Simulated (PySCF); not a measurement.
System: C₂H₂F₃, charge 0, multiplicity 2. It need not be the lowest isomer of its formula. 
Geometry from a B3LYP-D3(BJ)/def2-TZVP (Ansatz) optimisation:
SMILES: FC[C](F)F
```xyz
7

F     -1.6277    -0.2207     0.9501
C     -0.9762    -0.1382    -0.2657
C      0.5042    -0.1709    -0.0511
F      1.0185     0.8674     0.6023
F      1.2060    -0.4204    -1.1591
H     -1.2744     0.8014    -0.7478
H     -1.2645    -0.9834    -0.8915
```
Charge 0, spin multiplicity 2.

Dispersion corrections to the total energy (kcal/mol) from the dftd3 and dftd4 libraries through PySCF: D3(BJ) without and D4 with the three-body term, each with the damping fitted for the functional named.

```tsv
functional	D3(BJ)	D4
BP86	-3.02	-2.61
B2PLYP	-1.53	…
LC-wPBE	-1.79	-2.27
B3LYP	-3.50	-3.30
TPSS	…	-2.81
B2GP-PLYP	-1.07	…
BLYP	-4.34	-4.77
```

Q: Fill in the missing entries.

A: 
- B2PLYP, D4: -1.43
- TPSS, D3(BJ): -2.54
- B2GP-PLYP, D4: -0.83
